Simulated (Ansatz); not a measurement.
`O=C[SiH2]F` + `N[SiH3]` → `F[SiH2]N[SiH3]` + `C=O` at 500 K and 1 bar (ligand exchange at the Si–C bond).

Isolated molecules relaxed with PBE0-D4/def2-TZVP in Ansatz; ΔE leaves out vibrations. CCSD(T)/CBS adds triple-zeta CCSD(T) − MP2 to the extrapolated MP2 energy (def2 sets, frozen cores). This one scheme is used for every species. One conformer a species, not always the lowest.

| species | CCSD(T)/CBS energy (Eh) | H − E (kJ/mol) | S (J/(mol·K)) |
| --- | --- | --- | --- |
| `O=C[SiH2]F` | -503.92730 | 134.0 | 355.5 |
| `N[SiH3]` | -346.80422 | 161.3 | 303.9 |
| `F[SiH2]N[SiH3]` | -736.37696 | 207.5 | 402.5 |
| `C=O` | -114.39408 | 87.9 | 238.5 |

H − E and S are ideal-gas, rigid-rotor, harmonic terms from PBE0-D4/def2-TZVP, for one conformer and one mirror image of each species. 1 Eh = 2625.50 kJ/mol, R = 8.31446 J/(mol·K).

Q: By hand: ΔE, ΔH, ΔS and ΔG.

A: ΔE = (-736.37696) + (-114.39408) − (-503.92730) − (-346.80422) = -0.03952 Eh = -103.8 kJ/mol. Δ(H − E) = 207.5 + 87.9 − 134.0 − 161.3 = 0.1, so ΔH = -103.7 kJ/mol. ΔS = 402.5 + 238.5 − 355.5 − 303.9 = -18.4 J/(mol·K). ΔG = -103.7 − 500 × (-18.4)/1000 = -94.5 kJ/mol.

Q: By hand: the equilibrium constant, and the temperature at which ΔG would vanish if ΔH and ΔS stayed fixed.

A: log₁₀ K = −ΔG/(RT ln 10) = 9.9. ΔG = 0 at ΔH/ΔS = 5636 K, far beyond where these terms or the molecules hold.

ΔH outweighs TΔS. A doubt of 5 kJ/mol in ΔE shifts log₁₀ K by 0.5 here. Other conformers and mirror images would add mixing entropy, several J/(mol·K) or more a flexible species. These are equilibria of isolated gas molecules and say nothing of rates. Largest T1 diagnostic: 0.015 (customary marks: 0.02 for closed shells, 0.045 for open ones).
